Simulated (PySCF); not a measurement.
C₃H₈OSi, SMILES [SiH3]C1(O)CC1.

The structure is a stationary point at PBE-D3(BJ)/def2-SVP. This is a generated structure with no PubChem entry under its InChIKey; it may be hypothetical. One conformer was computed; it need not be the lowest.

The numbers are results of PBE-D3(BJ)/def2-SVP in PySCF, not measurements.

Frequencies are harmonic and unscaled.

Computed vibrational spectrum:
```tsv
mode	ν (cm⁻¹)	IR (km/mol)	moving atoms (share of kinetic energy)
1	153	0.5	H 92 %
2	194	1.7	C 32 %, H 30 %, O 26 %, Si 12 %
3	204	3.0	H 47 %, C 47 %
4	326	3.3	H 36 %, Si 27 %, O 22 %, C 14 %
5	348	90.0	H 65 %, O 19 %, C 12 %
6	400	35.0	H 51 %, C 28 %, O 21 %
7	548	1.4	C 35 %, Si 23 %, H 23 %, O 20 %
8	607	21.9	H 78 %, Si 14 %
9	640	33.4	H 72 %, C 16 %, Si 11 %
10	747	6.3	H 95 %
11	850	17.3	H 48 %, C 41 %, O 10 %
12	865	21.0	H 49 %, C 41 %, O 9 %
13	884	203.5	H 87 %
14	894	13.8	H 64 %, C 34 %
15	911	32.9	H 81 %, C 17 %
16	914	30.4	H 93 %
17	965	20.4	H 64 %, C 28 %
18	1010	8.0	H 57 %, C 40 %
19	1026	17.4	H 53 %, C 44 %
20	1133	0.0	H 77 %, C 23 %
21	1196	75.4	C 55 %, H 30 %, O 15 %
22	1212	17.5	H 49 %, C 49 %
23	1297	21.4	H 64 %, C 32 %
24	1367	5.8	H 92 %, C 8 %
25	1422	2.8	H 60 %, C 40 %
26	2146	85.2	H 98 %
27	2155	110.9	H 96 %
28	2174	102.1	H 96 %
29	3056	7.8	H 95 %
30	3062	4.0	H 95 %
31	3151	1.0	H 89 %, C 11 %
32	3162	3.0	H 89 %, C 11 %
33	3680	22.5	H 94 %
```
